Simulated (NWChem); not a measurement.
Molecule: C3H5NOSi; SMILES [C@@H]([SiH3])(C#N)C=O

```xyz
11

N      0.9050    -2.5355     0.1331
C      0.6047    -1.4462    -0.1385
C      0.2171    -0.0731    -0.4277
Si    -1.6404     0.2051     0.0690
C      1.0841     0.9520     0.3015
O      1.1969     2.0945    -0.0733
H      0.2764     0.1284    -1.5046
H     -2.4522    -0.8435    -0.5908
H     -1.7502     0.1020     1.5434
H     -2.0312     1.5558    -0.3945
H      1.5777     0.5821     1.2237
```
Atoms are numbered in this order, from 1.

Program: NWChem. Coordinates come from a B3LYP/6-31G* (spherical d) optimisation. B3LYP is NWChem's, with the RPA form of VWN correlation.

### Question
Order these by “highest occupied level (eV)”, lowest first: TPSSh/def2-TZVP; PBE0/def2-TZVP; B3LYP/def2-TZVP; PBE/def2-TZVP.

### Answer
PBE0/def2-TZVP (-8.26), B3LYP/def2-TZVP (-8.03), TPSSh/def2-TZVP (-7.40), PBE/def2-TZVP (-6.70)
